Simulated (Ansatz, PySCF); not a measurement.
Process, species as SMILES: O[Si](Cl)(Cl)Cl [trichloro(hydroxy)silane] -> Cl[Si](Cl)Cl + [OH] (HO) (the O-Si bond at the site shown breaks; other sites are not compared here)
Geometries: B3LYP-D3(BJ)/def2-TZVP minima from Ansatz (an electronic-structure program), one conformer each, not searched for the lowest. Frequencies are from Ansatz or PySCF.

Quantity: bond dissociation energy (enthalpy at 298 K, with B3LYP-D3(BJ) rigid-rotor harmonic-oscillator terms), in kcal/mol. Correlated levels leave the core frozen unless marked. Open shells are spin-unrestricted. No spin-orbit coupling. Non-relativistic. CBS(X,Y): correlation extrapolated as X^-3; Hartree-Fock from the larger set. The bracket is a focal-point correction in the basis named.

RI-MP2/CBS(cc-pV(T+d)Z,cc-pV(Q+d)Z)+[CCSD(T)-MP2]/cc-pV(T+d)Z (Ansatz) gives 132.1 kcal/mol.

Question: Another calculation gave 127.1 kcal/mol. Which level was it?
A) wB97M-V/def2-TZVPD (Ansatz)
B) r2SCAN/def2-TZVPD (Ansatz)
C) BHLYP/def2-TZVPD (Ansatz)
D) B2GP-PLYP/def2-TZVPD (Ansatz)

Answer: D, B2GP-PLYP/def2-TZVPD (Ansatz). The others give 120.0 (BHLYP), 129.9 (wB97M-V), 122.8 (r2SCAN) kcal/mol.
